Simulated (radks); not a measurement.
Task: Species: Ga II. Configuration: [Ar] 3d9 4s2 4p1 (not the ground configuration). Method: Dirac Kohn-Sham, PBE, spin-unpolarised, spherical densities, finite nucleus; open shells are shared between the two j in proportion to 2j + 1; Fermi nuclear charge, rms radius 3.9973 fm; computed with a radial shooting solver on a logarithmic mesh with Libxc functionals. Some entries of the table are withheld. Estimate them.

orbital      occ.  eigenvalue (eV)  <r^2> (bohr^2)  <r> (bohr)
1s1/2           2        -10246.28        0.003178     0.04860
2s1/2           2        -1282.079         0.05591      0.2176
2p1/2           2              (1)             (2)      0.1883
2p3/2           4              (3)             (4)      0.1918
3s1/2           2        -166.7870          0.4837      0.6475
3p1/2           2        -119.8149          0.5207      0.6651
3p3/2           4        -116.1185          0.5368      0.6754
3d3/2         3.6         -37.2059          0.7400      0.7610
3d5/2         5.4         -36.7093          0.7499      0.7659
4s1/2           2         -19.3213           4.964       2.082
4p1/2    0.333333         -11.2624           7.708       2.578
4p3/2    0.666667         -11.0403           7.925       2.614

Result: 
(1) 2p1/2 eigenvalue (eV): -1137.151
(2) 2p1/2 <r^2> (bohr^2): 0.04357
(3) 2p3/2 eigenvalue (eV): -1109.507
(4) 2p3/2 <r^2> (bohr^2): 0.04507
